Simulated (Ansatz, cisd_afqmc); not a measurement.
Species: MgSiH4, charge 0, singlet. MgSiH4 (SMILES [SiH3][MgH]).
B3LYP-D3(BJ)/def2-TZVP minimum from Ansatz (a quantum-chemistry and plane-wave program):
```
Si
H 1 1.4913
H 1 1.4913 2 105.72
H 1 1.4913 2 105.72 3 -111.81
Mg 1 2.5809 2 113.01 4 -124.10
H 5 1.7018 4 156.55 1 -180.00
```
Charge 0, spin multiplicity 1.

Atomisation energy term by term, kcal/mol (programs: Ansatz, cisd_afqmc). Radicals and triplets start from unrestricted determinants; spin-orbit coupling is neglected. Cores are frozen in correlated methods. No relativity. AFQMC is phaseless with a CISD trial state; ± is one standard error, without the phaseless bias. Outlying blocks are dropped, and bars are widened where a walk drifts. Over all cases where full CI ran beside it in this data, AFQMC minus full CI had a median of +0.1 mEh and passed +0.4 mEh in a tenth of the cases. CBS(X,Y): correlation extrapolated as X^-3, Hartree-Fock from the larger set. A bracket is a step between two methods taken in the basis named. For partners of very few electrons the exact lower level stands in for a higher one.

```json
[
 {"term": "Hartree-Fock", "basis": "def2-QZVPP", "kcal/mol": "246.91"},
 {"term": "CCSD correlation", "basis": "CBS(def2-TZVPP,def2-QZVPP)", "kcal/mol": "73.86"},
 {"term": "(T)", "basis": "CBS(def2-TZVPP,def2-QZVPP)", "kcal/mol": "2.45"},
 {"term": "CCSDT(Q) - CCSD(T)", "basis": "def2-TZVPP", "kcal/mol": "0.26"},
 {"term": "CCSDTQ - CCSDT(Q)", "basis": "def2-SVP", "kcal/mol": "0.01"},
 {"term": "sum: De", "basis": "", "kcal/mol": "323.5"}
]
```

The step beyond CCSD(T) by other levels: CCSDTQ in def2-SVP 0.37; AFQMC/CISD in def2-SVP 0.57 ± 0.12; CCSDT(Q) in def2-SVP 0.36 kcal/mol.
